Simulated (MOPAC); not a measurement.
MOPAC input (PM3):

```
PM3 PRECISE GNORM=0.05 LET XYZ CHARGE=-1 GEO-OK AUX(PRECISION=9) THREADS=1
C2H5GeO2

C    -2.85475300 1   -0.15774700 1    0.09723900 1
C    -1.38200300 1   -0.23481600 1    0.51935800 1
O    -1.08347200 1   -0.59952100 1    1.64542300 1
O    -0.58938600 1    0.12287800 1   -0.44325700 1
Ge    1.41420800 1    0.21368200 1   -0.45215700 1
H    -3.50262200 1   -0.46163900 1    0.91840000 1
H    -3.09711500 1    0.86234500 1   -0.20859200 1
H    -3.02411400 1   -0.80320500 1   -0.76737800 1
H     1.63444600 1   -1.23206000 1    0.23625000 1
H     1.53813700 1    0.96526700 1    0.97344400 1
```

Output:

```
 *******************************************************************************
 **                                                                           **
 **                              MOPAC v23.2.5                                **
 **                                                                           **
 *******************************************************************************
 ** MOPAC's Digital Object Identifier: https://doi.org/10.5281/zenodo.6511958 **
 **                                                                           **
 ** Please cite the open-source release paper for use of this MOPAC version:  **
 ** J. E. Moussa and J. J. P. Stewart (2026)                                  **
 ** MOPAC: An open-source semiempirical molecular orbital program             **
 ** J. Open Source Softw., 11(119), 8025, https://doi.org/10.21105/joss.08025 **
 *******************************************************************************

                              PM3 CALCULATION RESULTS

 *******************************************************************************
 *  PM3        - The PM3 Hamiltonian to be used
 *  GEO-OK     - OVERRIDE INTERATOMIC DISTANCE AND OTHER SAFETY CHECKS
 *
 *
 *
 *                 CHARGE ON SYSTEM = -1
 *
 *
 *
 *  LET        - OVERRIDE SOME SAFETY CHECKS
 *  PRECISE    - TIGHTER CRITERIA TO BE USED
 *  XYZ        - CARTESIAN COORDINATE SYSTEM TO BE USED
 *  GNORM      - EXIT WHEN GRADIENT NORM DROPS BELOW 0.050
 *  AUX        - OUTPUT AUXILIARY INFORMATION
 *******************************************************************************
PM3 PRECISE GNORM=0.05 LET XYZ CHARGE=-1 GEO-OK AUX(PRECISION=9) THREADS=1
 C2H5GeO2

   ATOM   CHEMICAL          X               Y               Z
  NUMBER   SYMBOL      (ANGSTROMS)     (ANGSTROMS)     (ANGSTROMS)

     1       C         -2.85475300  *  -0.15774700  *   0.09723900  *
     2       C         -1.38200300  *  -0.23481600  *   0.51935800  *
     3       O         -1.08347200  *  -0.59952100  *   1.64542300  *
     4       O         -0.58938600  *   0.12287800  *  -0.44325700  *
     5      Ge          1.41420800  *   0.21368200  *  -0.45215700  *
     6       H         -3.50262200  *  -0.46163900  *   0.91840000  *
     7       H         -3.09711500  *   0.86234500  *  -0.20859200  *
     8       H         -3.02411400  *  -0.80320500  *  -0.76737800  *
     9       H          1.63444600  *  -1.23206000  *   0.23625000  *
    10       H          1.53813700  *   0.96526700  *   0.97344400  *

          CARTESIAN COORDINATES

    NO.       ATOM           X           Y           Z

     1         C         -2.8548     -0.1577      0.0972
     2         C         -1.3820     -0.2348      0.5194
     3         O         -1.0835     -0.5995      1.6454
     4         O         -0.5894      0.1229     -0.4433
     5        Ge          1.4142      0.2137     -0.4522
     6         H         -3.5026     -0.4616      0.9184
     7         H         -3.0971      0.8623     -0.2086
     8         H         -3.0241     -0.8032     -0.7674
     9         H          1.6344     -1.2321      0.2363
    10         H          1.5381      0.9653      0.9734

  H: (PM3): J. J. P. STEWART, J. COMP. CHEM. 10, 209 (1989).
  C: (PM3): J. J. P. STEWART, J. COMP. CHEM. 10, 209 (1989).
  O: (PM3): J. J. P. STEWART, J. COMP. CHEM. 10, 209 (1989).
 Ge: (PM3): J. J. P. STEWART, J. COMP. CHEM. 12, 320-341 (1991).

           Empirical Formula: C2 H5 O2 Ge  =    10 atoms

      MOLECULAR POINT GROUP   :   Cs

      RHF CALCULATION, NO. OF DOUBLY OCCUPIED LEVELS = 15

          Geometry optimization using EF

          DIAGONAL MATRIX USED AS START HESSIAN

 CYCLE:     1  GRAD.:   139.681 HEAT: -94.22450
 CYCLE:     2  GRAD.:   219.941 HEAT: -103.6487
 CYCLE:     3  GRAD.:   279.871 HEAT: -110.1320
 CYCLE:     4  GRAD.:   474.513 HEAT: -100.9376
 CYCLE:     5  GRAD.:   171.549 HEAT: -119.3584
 CYCLE:     6  GRAD.:   158.197 HEAT: -127.1611
 CYCLE:     7  GRAD.:   146.279 HEAT: -135.6033
 CYCLE:     8  GRAD.:   169.856 HEAT: -133.6697
 CYCLE:     9  GRAD.:   219.359 HEAT: -128.8586
 CYCLE:    10  GRAD.:   188.921 HEAT: -133.7528
 CYCLE:    11  GRAD.:   305.518 HEAT: -120.1193
 CYCLE:    12  GRAD.:   185.566 HEAT: -135.5999
 CYCLE:    13  GRAD.:    99.509 HEAT: -141.0177
 CYCLE:    14  GRAD.:    79.016 HEAT: -142.1919
 CYCLE:    15  GRAD.:    93.553 HEAT: -142.0482
 CYCLE:    16  GRAD.:    18.423 HEAT: -144.4375
 CYCLE:    17  GRAD.:    18.315 HEAT: -144.5272
 CYCLE:    18  GRAD.:    17.551 HEAT: -144.6082
 CYCLE:    19  GRAD.:    40.184 HEAT: -144.1934
 CYCLE:    20  GRAD.:     8.438 HEAT: -144.7574
 CYCLE:    21  GRAD.:     4.578 HEAT: -144.7916
 CYCLE:    22  GRAD.:     2.950 HEAT: -144.8241
 CYCLE:    23  GRAD.:     3.400 HEAT: -144.8413
 CYCLE:    24  GRAD.:     1.520 HEAT: -144.8490
 CYCLE:    25  GRAD.:     1.280 HEAT: -144.8523
 CYCLE:    26  GRAD.:     0.367 HEAT: -144.8546
 CYCLE:    27  GRAD.:     0.239 HEAT: -144.8555
 CYCLE:    28  GRAD.:     0.165 HEAT: -144.8557
 CYCLE:    29  GRAD.:     0.064 HEAT: -144.8558
 CYCLE:    30  GRAD.:     0.034 HEAT: -144.8558

     GRADIENT =  0.03435 IS LESS THAN CUTOFF =  0.05000

 -------------------------------------------------------------------------------
 PM3 PRECISE GNORM=0.05 LET XYZ CHARGE=-1 GEO-OK AUX(PRECISION=9) THREADS=1
 C2H5GeO2

     GEOMETRY OPTIMISED USING EIGENVECTOR FOLLOWING (EF).
     SCF FIELD WAS ACHIEVED

                              PM3 CALCULATION
                                                       MOPAC v23.2.5 Linux

          FINAL HEAT OF FORMATION =       -144.85585 KCAL/MOL =    -606.07687 KJ/MOL

          COSMO AREA              =        129.96 SQUARE ANGSTROMS
          COSMO VOLUME            =        118.66 CUBIC ANGSTROMS

          GRADIENT NORM           =          0.03435          =       0.01086 PER ATOM
          IONIZATION POTENTIAL    =          3.327226 EV
          HOMO LUMO ENERGIES (EV) =         -3.327  5.581
          NO. OF FILLED LEVELS    =         15
          MOLECULAR WEIGHT        =        133.6503         POINT GROUP:  Cs

          MOLECULAR DIMENSIONS (Angstroms)

            Atom       Atom       Distance
            H     9    H     6     5.71342
            H    10    H     8     3.45479
            H     7    O     3     2.38104

          SCF CALCULATIONS        =         31

   ATOM   CHEMICAL          X               Y               Z
  NUMBER   SYMBOL      (ANGSTROMS)     (ANGSTROMS)     (ANGSTROMS)

     1       C         -2.85067436  *  -0.15720465  *   0.09618146  *
     2       C         -1.37353307  *  -0.19619943  *   0.40534929  *
     3       O         -0.87147506  *  -0.53143705  *   1.47012508  *
     4       O         -0.56051495  *   0.16609993  *  -0.56837750  *
     5      Ge          1.20387909  *   0.09902126  *  -0.13781918  *
     6       H         -3.45239026  *  -0.47241090  *   0.95731660  *
     7       H         -3.16347395  *   0.85689551  *  -0.18125437  *
     8       H         -3.08998129  *  -0.82064464  *  -0.74393143  *
     9       H          2.06976007  *  -1.09338581  *  -0.37060112  *
    10       H          1.96678873  *   1.25467790  *   0.41711037  *

                             CARTESIAN COORDINATES

   1    C       -2.850674363    -0.157204649     0.096181463
   2    C       -1.373533070    -0.196199428     0.405349293
   3    O       -0.871475057    -0.531437054     1.470125083
   4    O       -0.560514946     0.166099932    -0.568377499
   5   Ge        1.203879092     0.099021264    -0.137819185
   6    H       -3.452390260    -0.472410902     0.957316604
   7    H       -3.163473952     0.856895515    -0.181254374
   8    H       -3.089981291    -0.820644645    -0.743931431
   9    H        2.069760070    -1.093385810    -0.370601116
  10    H        1.966788728     1.254677902     0.417110373

           Empirical Formula: C2 H5 O2 Ge  =    10 atoms

      MOLECULAR POINT GROUP   :   Cs

                  EIGENVALUES
 -34.48020 -29.86125 -26.53471 -15.98550 -12.97759 -12.47599 -12.02056 -10.21107
  -9.76230  -8.48340  -8.00644  -7.43007  -6.38269  -6.00873  -3.32723   5.58080
   5.61120   6.20226   6.91503   7.32084   7.42074   7.59560  10.06957  10.68930
  11.87642

              NET ATOMIC CHARGES AND DIPOLE CONTRIBUTIONS

  ATOM NO.   TYPE          CHARGE      No. of ELECS.   s-Pop       p-Pop
    1          C          -0.108450        4.1085     1.13291     2.97554
    2          C           0.344015        3.6560     1.18055     2.47543
    3          O          -0.414137        6.4141     1.86863     4.54551
    4          O          -0.427849        6.4278     1.81572     4.61213
    5         Ge          -0.182278        4.1823     0.46959     3.71268
    6          H           0.035485        0.9645     0.96452
    7          H           0.042342        0.9577     0.95766
    8          H           0.042341        0.9577     0.95766
    9          H          -0.165725        1.1657     1.16572
   10          H          -0.165744        1.1657     1.16574
 DIPOLE           X         Y         Z       TOTAL
 POINT-CHG.    -3.738     0.071    -0.700     3.804
 HYBRID        -0.787    -0.060     0.077     0.793
 SUM           -4.525     0.010    -0.622     4.568

          ATOMIC ORBITAL ELECTRON POPULATIONS

     Atom    s        px        py        pz
    1  C   1.13291   0.96975   1.00535   1.00044
    2  C   1.18055   0.87363   0.75368   0.84812
    3  O   1.86863   1.74877   1.45927   1.33747
    4  O   1.81572   1.38786   1.74882   1.47545
    5 Ge   0.46959   0.73788   1.12059   1.85422
    6  H   0.96452
    7  H   0.95766
    8  H   0.95766
    9  H   1.16572
   10  H   1.16574

 **********************
 *                    *
 * JOB ENDED NORMALLY *
 *                    *
 **********************

 == MOPAC DONE ==
```

The dipole moment of an ion depends on the origin.

The geometry given is a B3LYP-D3(BJ)/def2-TZVP minimum.
